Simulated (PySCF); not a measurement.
# Correlation energy of Ga (gallium, neutral)

[Ar] 3d10 4s1 4p1 5s1, high-spin 4P determinant (an excited configuration). All numbers are calculated (PySCF 2.14, the non-relativistic Hamiltonian (point nucleus), in dyall-av2z). Frozen: [Ar] 3d10; 3 electrons correlated; the 34 highest virtual orbitals of each spin left out.

```tsv
level	correlation energy (mhartree)
CCSD	-9.46
(T)	-0.06
CCSD(T)	-9.52
```

Diagnostics: T1 = 0.0086, D1 = 0.0194, largest double amplitude 0.036.

The outer electron is Rydberg-like, and this basis confines it to a smaller radius and binds it less than a complete one would.

Cost of the coupled-cluster step: of the order of 2.7 core-seconds, for 3 correlated electrons.

Iterations:

```
CC2 = 0
CCSD nocc = (np.int64(3), np.int64(0)), nmo = (44, 44)
frozen orbitals [[0, 1, 2, 3, 4, 5, 6, 7, 8, 9, 10, 11, 12, 13, 58, 59, 60, 61, 62, 63, 64, 65, 66, 67, 68, 69, 70, 71, 72, 73, 74, 75, 76, 77, 78, 79, 80, 81, 82, 83, 84, 85, 86, 87, 88, 89, 90, 91], [0, 1, 2, 3, 4, 5, 6, 7, 8, 9, 10, 11, 12, 13, 58, 59, 60, 61, 62, 63, 64, 65, 66, 67, 68, 69, 70, 71, 72, 73, 74, 75, 76, 77, 78, 79, 80, 81, 82, 83, 84, 85, 86, 87, 88, 89, 90, 91]]
max_cycle = 100
direct = 0
conv_tol = 1e-08
conv_tol_normt = 1e-06
diis_space = 8
diis_start_cycle = 0
Init t2, MP2 energy = -0.00558327399525479
Init E_corr(UCCSD) = -0.00558327399629682
cycle = 1  E_corr(UCCSD) = -0.00775118507891639  dE = -0.00216791108  norm(t1,t2) = 0.0316335
cycle = 2  E_corr(UCCSD) = -0.00865979255646559  dE = -0.000908607478  norm(t1,t2) = 0.0150764
cycle = 3  E_corr(UCCSD) = -0.00941387274488838  dE = -0.000754080188  norm(t1,t2) = 0.00788564
cycle = 4  E_corr(UCCSD) = -0.00940972099817278  dE = 4.15174672e-06  norm(t1,t2) = 0.00316046
cycle = 5  E_corr(UCCSD) = -0.00946480448926242  dE = -5.50834911e-05  norm(t1,t2) = 0.0018199
cycle = 6  E_corr(UCCSD) = -0.00945626034379641  dE = 8.54414547e-06  norm(t1,t2) = 0.000290616
cycle = 7  E_corr(UCCSD) = -0.00946391971718246  dE = -7.65937339e-06  norm(t1,t2) = 8.90619e-05
cycle = 8  E_corr(UCCSD) = -0.00945944349777815  dE = 4.4762194e-06  norm(t1,t2) = 3.95373e-05
cycle = 9  E_corr(UCCSD) = -0.00946092874489166  dE = -1.48524711e-06  norm(t1,t2) = 1.5019e-05
cycle = 10  E_corr(UCCSD) = -0.00946087262877969  dE = 5.6116112e-08  norm(t1,t2) = 1.34357e-06
cycle = 11  E_corr(UCCSD) = -0.00946087631076539  dE = -3.6819857e-09  norm(t1,t2) = 2.63698e-07
UCCSD converged
E(UCCSD) = -1922.987104784668  E_corr = -0.009460876310765387
UCCSD(T) correction = -5.78727226743382e-05
```
